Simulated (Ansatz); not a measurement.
Species: TeCl₄, net charge 0, singlet state. 
Structure (B3LYP-D3(BJ)/def2-TZVP (Ansatz, a program for electronic structure) minimum search):
```xyz
5

Te     0.0061     0.0048     0.4213
Cl     1.0794    -1.4200    -1.0697
Cl     1.9502     1.5170     0.3800
Cl    -1.1105     1.3954    -1.0702
Cl    -1.9378    -1.5072     0.4713
```

Basis-set convergence of Hartree-Fock and CCSD correlation energies (hartree) with Ansatz. Correlated levels leave the core frozen unless marked. No spin-orbit coupling. Frozen are the shells of the preceding noble gas and the d and f shells that filled before the atom's block. Past Kr the def2 sets carry scalar-relativistic core potentials.

| basis | functions | E(HF) | E(corr, CCSD) |
|---|---|---|---|
| def2-SVP | 98 | -2104.41015 | -0.69500 |
| def2-TZVPP | 218 | … | … |

Task: What belongs in the gaps?

Result: 
- def2-TZVPP, E(HF): -2105.07465
- def2-TZVPP, E(corr, CCSD): -0.97482
